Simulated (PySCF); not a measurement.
# Hg2I2 at several levels of theory

Computed with PySCF 2.14.0 (density fitting, no spin-orbit coupling) at the geometry relaxed with PBE0:

```xyz
4
Hg2I2 (singlet)
Hg    0.0000    0.0000    0.9520
Hg    0.0000    0.0000   -2.7721
I     2.6113    0.0000    1.0030
I    -2.6113    0.0000    1.0030
```

```json
{"level": "PBE0", "basis": "Hg def2-SVP with ECP60, I def2-SVP with ECP28", "state": "singlet", "HOMO (eV)": "-7.57", "gap (eV)": "4.69", "charge on Hg1 (e)": "0.36", "dipole about the centre of mass (D)": "0.56", "largest force component (eV/Å)": "0.02"}
{"level": "M06-L", "basis": "the same", "state": "singlet", "HOMO (eV)": "-6.53", "gap (eV)": "3.28", "charge on Hg1 (e)": "0.37", "dipole about the centre of mass (D)": "0.64", "largest force component (eV/Å)": "0.49"}
{"level": "PBE0", "basis": "Hg def2-TZVP with ECP60, I def2-TZVP with ECP28", "state": "singlet", "HOMO (eV)": "-7.56", "gap (eV)": "4.76", "charge on Hg1 (e)": "0.52", "dipole about the centre of mass (D)": "0.53", "largest force component (eV/Å)": "0.29"}
{"level": "PBE0", "basis": "Hg x2c-SVPall, I x2c-SVPall", "state": "singlet", "HOMO (eV)": "-7.54", "gap (eV)": "4.75", "charge on Hg1 (e)": "0.17", "dipole about the centre of mass (D)": "0.45", "largest force component (eV/Å)": "0.10"}
```

Charges are Mulliken's, which hang on the basis. The relaxation used the grid (50, 194), these runs (75, 302) or, all-electron (x2c bases, spin-free X2C Hamiltonian), (99, 590).

Q: A further run in the first row's basis gives HOMO (eV) -6.27, gap (eV) 2.84, charge on Hg1 (e) 0.26, dipole about the centre of mass (D) 0.36, largest force component (eV/Å) 0.66. Which level was it?
A. BLYP
B. wB97X
C. revPBE

A: A. The others give HOMO -6.45 eV (revPBE); -9.59 eV (wB97X).

In the first row's basis the gap widens with exact exchange: 2.8 to 3.3 eV for BLYP, revPBE, M06-L (none); 4.7 eV for PBE0 (a fixed share); 8.6 eV for wB97X (rising or full at long range).
